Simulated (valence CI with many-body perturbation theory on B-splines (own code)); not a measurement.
# Missing levels of Pm30+

Computed by relativistic CI+MBPT: three valence electrons over a frozen Dirac-Fock core [Ar] 3d10, a basis of 11 s, 11 p, 10 d, 8 f, 5 g, 2 h functions for each j, with the one-electron correlation potential Σ1, the two-electron term Σ2, the three-electron term Σ3, Breit, model QED; selected CI, second order for the rest, scaled by the run's own slope (own B-spline code, finite nucleus).

No measured spectrum was set against this ion. As an estimate, large intervals hold to a few tenths of a per cent, small ones and those within an open d or f shell to about a per cent.

| Level | E (cm⁻¹) |
| --- | --- |
| (4s^2 4p1/2) J=1/2 | 0 |
| (4s^2 4p3/2) J=3/2 | 277830 |
| (4s 4p1/2^2) J=1/2 | 525900 |
| (4s 4p1/2 4p3/2) J=3/2 [a] | 735940 |
| (4s 4p1/2 4p3/2) J=5/2 | ? |
| (4s 4p1/2 4p3/2) J=3/2 [b] | 853550 |
| (4s 4p1/2 4p3/2) J=1/2 | ? |
| (4s 4p3/2^2) J=5/2 | 1039000 |
| (4s 4p3/2^2) J=3/2 | ? |
| (4s 4p3/2^2) J=1/2 | 1158200 |
| (4s^2 4d3/2) J=3/2 | 1230500 |
| (4s^2 4d5/2) J=5/2 | ? |
| (4p1/2^2 4p3/2) J=3/2 | 1395900 |
| (4s 4p1/2 4d3/2) J=3/2 [a] | 1610600 |
| (4p1/2 4p3/2^2) J=5/2 | 1619600 |
| (4p1/2 4p3/2^2) J=3/2 | ? |
| (4s 4p1/2 4d3/2) J=5/2 | 1670000 |
| (4p1/2 4p3/2^2) J=1/2 | 1710600 |
| (4s 4p1/2 4d3/2) J=3/2 [b] | 1729700 |
| (4s 4p1/2 4d3/2) J=1/2 | ? |

Levels are named by their leading jj configuration (3d3/2^4 stands for four electrons in 3d with j = 3/2), which in mixed levels can hold well under half, so a name can repeat and another be missing. Letters in brackets count levels of one name in rising energy.

(1) The levels stand in rising order. What does the calculation give for the missing energies?

Answers

(1) (4s 4p1/2 4p3/2) J=5/2 782650; (4s 4p1/2 4p3/2) J=1/2 879870; (4s 4p3/2^2) J=3/2 1153200; (4s^2 4d5/2) J=5/2 1273000; (4p1/2 4p3/2^2) J=3/2 1634300; (4s 4p1/2 4d3/2) J=1/2 1729900.
